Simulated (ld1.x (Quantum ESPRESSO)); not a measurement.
**Transferability test, TM potential for Yb (Z = 70)**

ld1.x (Quantum ESPRESSO) 7.5 input, shortened:

```
&input
   title='Yb', zed=70., rel=1, dft='PZ', iswitch=3,
   config='[Xe] 4f13.5 5d0.5 6s2 6p0'
 /
 &inputp
   pseudotype=2, tm=.true., lloc=0,
   nlcc=.false.
 /
4
5P  2  1   6.00   0.00  2.25  2.25  0.0
5D  3  2   0.50   0.00  3.25  3.25  0.0
4F  4  3  13.50   0.00  1.10  1.10  0.0
5S  1  0   2.00   0.00  1.30  1.30  0.0
 &test
   configts(1)='4f13.5 5s2 5p6 5d0.5 6s2 6p0'
 /
```

Occupied shells without a wave of their own: 6s. They enter only through the test configuration that unscreens the potential.

Energies are relative to the spin-unpolarised reference configuration 4f13.5 5s2 5p6 5d0.5 6s2 6p0; without spin polarisation the order of configurations can differ from experiment. Spin-polarised rows fill each open shell by Hund’s rule, majority spin first. Not all tests gave a result: 2 of 9 tests not solved or not reliable.

Give the all-electron excitation energy and the error of the potential for: 4f14 5s2 5p6 5d0 6s1 6p0; 4f14 5s2 5p6 5d0 6s0 6p0; 4f14 5s2 5p6 5d0 6s1 6p1; 4f14 5s1 5p6 5d0 6s2 6p0; 4f13 5s2 5p6 5d1 6s2 6p0; 4f14 5s2 5p5 5d0 6s2 6p0; 4f13.5 5s2 5p6 5d0.5 6s2 6p0 (spin-polarised).

```csv
valence configuration,charge,ΔE all-electron (eV),error AE − PS (meV)
4f14 5s2 5p6 5d0 6s1 6p0,+1,4.896,-119
4f14 5s2 5p6 5d0 6s0 6p0,+2,17.357,-238
4f14 5s2 5p6 5d0 6s1 6p1,0,1.172,-86
4f14 5s1 5p6 5d0 6s2 6p0,+1,59.455,-123
4f13 5s2 5p6 5d1 6s2 6p0,0,3.206,-23
4f14 5s2 5p5 5d0 6s2 6p0,+1,31.333,-77
4f13.5 5s2 5p6 5d0.5 6s2 6p0 (spin-polarised),0,-0.078,+46
```

Levels in the configuration 4f14 5s1 5p6 5d0 6s2 6p0:

| level | all-electron (eV) | pseudo (eV) |
| --- | --- | --- |
| 4f | -16.314 | -16.091 |
| 5s | -68.001 | -67.992 |
| 5p | -39.781 | -39.757 |
| 6s | -11.184 | -11.277 |

The 6s level has no wave, so the channel is fitted at the deeper level alone: the likely source of the large errors.
